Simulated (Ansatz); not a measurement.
Job for Ansatz (a quantum-chemistry and plane-wave program): U-PBE/def2-TZVPP on F2Pb (SMILES [F][Pb][F]), a point of a bond scan (R = 3.083 Å). Elements past Kr take the def2 small-core potentials; no spin–orbit coupling.

Ansatz 0.2 input:
```yaml
crystal:
  periodic: [false, false, false]
  atoms:
    - {symbol: Pb, position_ang: [0.02962032, -0.01891666, 0.24316538]}
    - {symbol: F, position_ang: [0.95325906, 2.12498498, -1.77127186]}
    - {symbol: F, position_ang: [-0.91525349, -1.23799932, -1.11571404]}
basis:
  gaussian:
    orbitals: def2-TZVPP
hamiltonian:
  xc: {name: PBE}
magnetization: {spin_polarized: true, initial_magnetization: 0}
```

It printed:

```
WARN ansatz: RAYON_NUM_THREADS=1 ignored (pool sized by the plan → 1); use --threads N
Functional definition: PBE
integrals: 0.03 GiB planned
694 factors; their error is unknown
mean field: 0.30 GiB planned
mean field evaluation 1: about -10670.8471 eV, gradient 5.1e1 eV
mean field evaluation 2: about -10330.2708 eV, gradient 1.5e2 eV
mean field evaluation 4: about -10674.1028 eV, gradient 3.8e1 eV
mean field evaluation 8: about -10487.3836 eV, gradient 1.8e2 eV
mean field evaluation 16: about -10680.4003 eV, gradient 1.6e-3 eV
mean field evaluation 32: about -10677.7191 eV, gradient 8.1e-2 eV
mean field evaluation 64: about -10677.7195 eV, gradient 1.4e-1 eV
mean field evaluation 96: about -10680.2787 eV, gradient 1.6e0 eV
mean field evaluation 128: about -10680.2512 eV, gradient 2.8e0 eV
mean field -10680.40033510 eV, -392.4974728795 hartree, gradient 8.8e-6 eV, S^2 0.000000; 8 other end points of the search recorded, 0 dependent functions left out
reference -10680.40037642 eV, -392.4974743981 hartree; 20, 20 occupied and 92, 92 virtual orbitals, 694 factors
Total energy: -10680.40037642 eV, -392.4974743981 hartree
```

The calculation finished and met its thresholds.

Cost: about 9 core-seconds (a rough figure).
